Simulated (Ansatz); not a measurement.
Cost and result for the atomization energy of C2H4FNOSi (`FC1N=C[SiH2]O1`) (10 atoms, 10 bonds).

Cartesian coordinates in Å:
```
F 0.215 -0.791 -2.220
C -0.445 -0.731 -1.032
N 0.416 -1.328 -0.029
C 0.736 -0.530 0.907
Si -0.045 1.160 0.610
O -0.768 0.592 -0.769
H -1.360 -1.323 -1.128
H 1.393 -0.898 1.693
H -1.053 1.586 1.610
H 0.912 2.263 0.359
```

The species carries charge 0 and has multiplicity 1. The structure was optimised at the PBE0-D4/def2-TZVP level. Program: Ansatz. All runs use 4 threads of an Intel Xeon Platinum 8488C on a shared host. Times are those of one run each, without the atoms' runs, and a repeat can differ threefold. Electronic energies, without spin–orbit coupling; frozen cores. CCSD(T)/CBS adds CCSD(T) − MP2 in def2-TZVPP to the MP2 limit, and its time is that of the two runs behind it. T1 = 0.013. B3LYP takes the VWN-RPA correlation (the form of Gaussian; ORCA's B3LYP/G).

CCSD(T)/CBS is a level of theory with its own doubt, some kJ/mol a heavy atom from the limit and from the frozen cores, so smaller differences don't rank the functionals.

| level | functions | wall time | atomization (kJ/mol) | difference from CCSD(T)/CBS | per bond |
| --- | --- | --- | --- | --- | --- |
| PBE-D4/def2-TZVPP (with forces) | 253 | 1.9 s | 4149.7 | 138.2 | 13.8 |
| PBE0-D4/def2-TZVPP | 253 | 2.3 s | 4026.8 | 15.3 | 1.5 |
| r2SCAN-D4/def2-TZVPP (with forces) | 253 | 3.2 s | 4022.4 | 10.9 | 1.1 |
| B3LYP-D4/def2-TZVPP (with forces) | 253 | 3.5 s | 4007.2 | -4.3 | -0.4 |
| B2PLYP/def2-TZVPP | 253 | 4.3 s | 3968.8 | -42.7 | -4.3 |
| ωB97X-V/def2-TZVPP | 253 | 5.5 s | 4040.5 | 29.0 | 2.9 |
| ωB97M-V/def2-TZVPP (with forces) | 253 | 7.5 s | 4033.6 | 22.1 | 2.2 |
| MP2/def2-QZVPP | 475 | 19 s | 4078.4 | 66.9 | 6.7 |
| CCSD(T)/def2-TZVPP | 253 | 110 s | 3886.1 | -125.4 | -12.5 |
| CCSD(T)/CBS(def2) | – | 2.1 min | 4011.5 | 0.0 | 0.0 |

From PBE to PBE0 (25 % exact exchange), in def2-TZVPP and without D4, the atomization energy moves by −119.1 kJ/mol: exact exchange takes away binding that semilocal exchange gives to molecules. In def2-TZVPP, CCSD(T) changes the Hartree–Fock value by +1146.8 kJ/mol (the triples alone add +83.7 kJ/mol) and MP2 by +1264.1 kJ/mol; breaking electron pairs costs correlation energy, which Hartree–Fock lacks. The D4 term adds +36.9 kJ/mol with B3LYP and +19.0 kJ/mol with PBE0; it sums over pairs of atoms, weighted by their polarisabilities, and B3LYP, whose exchange is more repulsive, gets the larger term.
